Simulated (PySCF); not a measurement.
**Electron correlation in N²⁺ (nitrogen, charge +2)**

[He] 2s2 3s1, 2S determinant (an excited configuration). Computed with PySCF 2.14 in dyall-av3z (15s9p3d2f, 71 functions), with scalar relativity by spin-free X2C-1e. Frozen: 1s2; 3 electrons correlated; the 13 highest virtual orbitals of each spin left out.

MP2 pair energies summed by pair of shells (mhartree):

```csv
pair,energy,share (%)
2s-2s,-51.35,76.5
2s-3s,-15.75,23.5
```

Total MP2 correlation energy: -67.10 mhartree.

Same-spin part -4.51 and opposite-spin part -62.59 mhartree; SCS-MP2 scales them by 1/3 and 6/5 to -76.61 mhartree.
